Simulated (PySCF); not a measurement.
Cartesian coordinates in Å; atom numbers follow the order of the lines, from 1:
```xyz
18

C    -3.718    0.452   -0.629
C    -2.590    0.649   -0.267
C    -1.262    0.889    0.170
N    -1.063    2.027    0.828
N     0.114    2.331    1.270
C     1.129    1.514    1.078
C     1.036    0.293    0.399
Si    2.552   -0.813    0.174
C    -0.226   -0.035   -0.084
C    -0.484   -1.304   -0.826
H    -4.705    0.288   -0.942
H     2.072    1.851    1.487
H     2.843   -0.912   -1.258
H     2.248   -2.135    0.725
H     3.666   -0.196    0.890
H    -1.492   -1.316   -1.235
H     0.236   -1.420   -1.636
H    -0.367   -2.155   -0.156
```

No relativistic terms, single conformer, isolated molecule, averaged over atoms made equivalent by symmetry, fast rotation or ring inversion. GFN2-xTB structure; NMR shieldings at PBE0/pcSseg-1/GIAO; PySCF.

Question: List the cross peaks expected in HSQC, COSY and HMBC spectra.

Answer: 

HSQC (one-bond C–H):
```tsv
δH	δC
9.36 (H12)	156.4 (C6)
3.30 (H11)	94.8 (C1)
2.70 (H16/H17/H18)	20.7 (C10)
```

HMBC (two and three bonds, from the bond graph):
```tsv
δH	δC
9.36 (H12)	151.8 (C9), 131.6 (C7)
4.47 (H13/H14/H15)	156.4 (C6), 151.8 (C9), 131.6 (C7)
3.30 (H11)	150.4 (C3), 85.3 (C2)
2.70 (H16/H17/H18)	151.8 (C9), 150.4 (C3), 131.6 (C7)
```

No COSY cross peaks are expected.

Scale: 1H, 13C against TMS (reference shieldings calculated alike).

Short H···H contacts in this conformer between protons four or more bonds apart (candidates for NOE cross peaks, intensity ∝ r⁻⁶): H12···H15 2.66 Å, H13···H17 2.68 Å.

Shifts are as computed. Against solution values, carbons near 30 ppm lie about +3 ppm off and those near 130 ppm about +5 ppm. Of 1211 compounds with measured shifts, 218 miss one by over three times the rms of a fit or turn the order of signals round; such compounds aren't used in these exercises.
